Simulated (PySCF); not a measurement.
## `FC1=CC[Si@@H](P)C1`, C₄H₈FPSi

Geometry (Å), atoms numbered from 1 in this order:
```xyz
15

F    -1.997    2.362   -0.485
C    -1.277    1.230   -0.298
C    -1.688    0.059   -0.748
C    -0.815   -1.128   -0.489
Si    0.593   -0.429    0.603
P     2.596   -0.719   -0.361
C     0.006    1.382    0.443
H    -2.612   -0.060   -1.291
H    -1.392   -1.918   -0.008
H    -0.455   -1.538   -1.435
H     0.464   -0.890    1.998
H     3.316   -0.219    0.709
H     2.736   -2.026    0.073
H     0.690    2.015   -0.127
H    -0.170    1.886    1.393
```

Computed, not measured: PySCF, GIAO PBE/pcSseg-1 magnetisability, rotational g tensor and spin-rotation constants, non-relativistic, gas phase. Geometry: GFN2-xTB.

Task: Give the nuclear spin-rotation constants along the inertial axes (H = +C I·J) beside the isotropic shieldings.

Result: Rotational constants 3.7377, 0.9709, 0.8654 GHz. A star marks the isotopologue with that one atom substituted, in its own axes.
```csv
atom,isotope,Caa (kHz),Cbb (kHz),Ccc (kHz),mean (kHz),σ (ppm)
F1,19F,4.753,1.787,0.647,2.396,247.0
P6,31P,3.363,0.719,0.867,1.650,604.5
H8,1H,-0.005,-0.034,-0.079,-0.039,26.3
H9,1H,-0.418,-0.008,-0.059,-0.162,29.7
H10,1H,-0.332,-0.087,-0.012,-0.144,29.9
H11,1H,-0.305,-0.083,0.040,-0.116,26.2
H12,1H,-0.358,-0.050,-0.056,-0.155,30.3
H13,1H,-0.226,-0.054,-0.085,-0.122,30.4
H14,1H,-0.382,-0.030,-0.051,-0.154,29.7
H15,1H,-0.359,-0.071,-0.018,-0.149,29.6
C2,13C*,1.914,0.292,0.286,0.831,10.8
C3,13C*,1.518,0.257,0.161,0.645,74.1
C4,13C*,0.458,0.166,0.129,0.251,165.2
Si5,29Si*,-2.321,-0.601,-0.596,-1.173,341.9
C7,13C*,0.520,0.152,0.140,0.271,161.8
```
For the geometry as given, no vibrational averaging.

Task: How do the rotational constants and the g tensor change when H8, H9, H10, H11, H12, H13, H14, H15 are replaced by deuterium?

Result: Constants 3.0565, 0.9071, 0.7970 GHz; g -0.0257, -0.0104, -0.0073, against -0.0311, -0.0111, -0.0080 before.
